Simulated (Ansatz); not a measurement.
Reaction (redistribution): `C[Se][SiH2]S` + `BCS` → `B[Se]C` + `SC[SiH2]S`

Calculated with Ansatz (gas phase, PBE0-D4/def2-TZVP geometries, no zero-point term in ΔE). CCSD(T)/CBS is the MP2 limit (def2-TZVPP, def2-QZVPP) plus CCSD(T) − MP2 in def2-TZVPP, frozen cores. DFT in def2-TZVPP. For Se outer-core shells are correlated without core-valence functions, which leaves a few kJ/mol of doubt a bond. Scalar relativity is left out up to krypton. One conformer a species, not always the lowest.

Question: Is it downhill or uphill in electronic energy at CCSD(T)/CBS, and by how much? (Best estimate.)

Answer: The calculation gave: Downhill: ΔE = -8.3 kcal/mol.

Question: What do these levels give: PBE0, CCSD/def2-TZVPP, CCSD(T)/def2-TZVPP, HF/def2-QZVPP, MP2/def2-QZVPP, MP2/CBS(def2)? (Estimate.)

Answer: Computed: PBE0 -7.5, CCSD/def2-TZVPP -8.2, CCSD(T)/def2-TZVPP -9.2, HF/def2-QZVPP -3.9, MP2/def2-QZVPP -8.4, MP2/CBS(def2) -8.0 kcal/mol.

Largest T1 diagnostic among the species: 0.013.

In def2-TZVPP, CCSD(T) changes the Hartree–Fock value by −5.2 kcal/mol (the triples alone add −0.9 kcal/mol) and MP2 by −4.9 kcal/mol. From PBE to PBE0 (25 % exact exchange), in def2-TZVPP and without D4, ΔE moves by +1.1 kcal/mol.
